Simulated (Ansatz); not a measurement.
Total energies of (CuF)2 ring (Cu₂F₂) from Ansatz at PBE0-D4/def2-TZVPD, gas phase (1 Eh = 27.2114 eV = 2625.5 kJ/mol). The reference geometry is relaxed at PBE0-D4/def2-SVP.

| state | geometry | energy (Eh) |
| --- | --- | --- |
| charge 0 singlet | reference | -3480.20269 |
| charge -1 doublet | reference | -3480.23173 |
| free Cu atom (doublet) | – | -1640.24421 |
| free F atom (doublet) | – | -99.67703 |

Work out the vertical electron affinity, to the doublet.

E(charge 0 singlet) − E(charge -1 doublet) = -3480.20269 − (-3480.23173) = 0.02904 Eh = 0.79 eV.

What is the binding energy per atom against free atoms?

Atoms: 2 × (-1640.24421) + 2 × (-99.67703) = -3479.84248 Eh. Binding: -3479.84248 − (-3480.20269) = 0.36021 Eh = 9.80 eV, or 2.45 eV for each of 4 atoms (no zero-point energy, no counterpoise term).

At PBE0-D4/def2-TZVPD the highest occupied level of the charge -1 doublet lies above zero (up to 0.72 eV). By energy differences its removal costs 0.79 eV (vertical, to the charge 0 singlet, at PBE0-D4/def2-TZVPD); a positive level beside a positive removal energy at the same level points to self-interaction error.
